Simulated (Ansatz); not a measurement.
C3H6AlBr, relaxed with RKS PBE0-D4/def2-TZVP in Ansatz from a PBE-D4/def2-SVP geometry. The force threshold is 0.005 eV/Å; the program also tests the step.

Charge 0, multiplicity 1. The bonds changed during the relaxation, so this is another structure than the one it started from.

Start:

```xyz
11

Br   -0.280    1.519    1.838
C     0.611    1.072   -0.004
C    -0.437    0.324   -0.833
C    -0.562   -1.100   -0.200
Al    0.970   -0.610    0.982
H     1.006    2.040   -0.357
H    -1.406    0.861   -0.953
H     0.011    0.254   -1.852
H    -1.533   -1.271    0.309
H    -0.429   -1.913   -0.942
H     2.049   -1.177    2.013
```

```
step  energy (eV)  largest force (eV/Å)  largest move (Å)
   1  -79837.9114                 0.534             0.000
   2  -79837.9529                 0.183             0.043
   3  -79837.9579                 0.058             0.020
   4  -79837.9585                 0.030             0.008
   5  -79837.9585                 0.026             0.002
   6  -79837.9586                 0.007             0.003
   7  -79837.9586                 0.004             0.002
```

End:

```xyz
11

Br   -0.289    1.497    1.804
C     0.607    1.065    0.002
C    -0.431    0.323   -0.829
C    -0.557   -1.091   -0.196
Al    0.959   -0.601    0.969
H     0.995    2.017   -0.343
H    -1.384    0.851   -0.941
H     0.012    0.244   -1.830
H    -1.511   -1.250    0.309
H    -0.434   -1.889   -0.929
H     2.033   -1.164    1.984
```

Run time 37 s (4 threads of an Arm Neoverse V1 on a shared host); peak host memory 0.68 GiB.
